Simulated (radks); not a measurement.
All-electron atom: Nd XLII in [Ar] 3d1. All-electron calculation, scalar-relativistic Kohn-Sham, r2SCAN, spin-polarised, spherical densities, finite nucleus; open shells are filled with parallel spins first (spin-orbit coupling, left out, can overturn this in heavy ions); meta-GGA in the generalised Kohn-Sham scheme; Fermi nuclear charge, rms radius 4.9123 fm. Program: a radial shooting solver on a logarithmic mesh with Libxc functionals.

Normalised radial functions P(r) = r R(r), r in bohr:

r	3s down	3p up	4s up
0.002731	0.4470	0.0273	0.2708
0.003914	0.5694	0.0507	0.3449
0.005566	0.6948	0.0920	0.4205
0.007978	0.8014	0.1669	0.4843
0.01134	0.8352	0.2911	0.5030
0.01626	0.7198	0.4932	0.4298
0.02312	0.3759	0.7752	0.2162
0.03314	-0.2435	1.1129	-0.1641
0.04712	-0.9639	1.3494	-0.5950
0.06753	-1.3671	1.2041	-0.7980
0.09603	-0.8538	0.3858	-0.3922
0.1365	0.6414	-1.0062	0.5745
0.1957	2.1059	-2.1524	1.1331
0.2783	2.1042	-2.0206	0.1181
0.3989	0.9583	-0.9378	-1.5283
0.5672	0.1803	-0.1896	-1.5274
0.8129	0.0095	-0.0114	-0.4699
1.156	0.0001	-0.0001	-0.0400

3s down: eigenvalue -3502.6 eV, 2 radial nodes at r = 0.0292, 0.120 bohr, <r> = 0.247 bohr, 90 % of the charge inside 0.359 bohr. 3p up: eigenvalue -3278.4 eV, 1 radial node at r = 0.107 bohr, <r> = 0.241 bohr, 90 % of the charge inside 0.357 bohr. 4s up (empty): eigenvalue -1780.2 eV, 3 radial nodes at r = 0.0288, 0.112, 0.285 bohr, <r> = 0.472 bohr, 90 % of the charge inside 0.666 bohr.
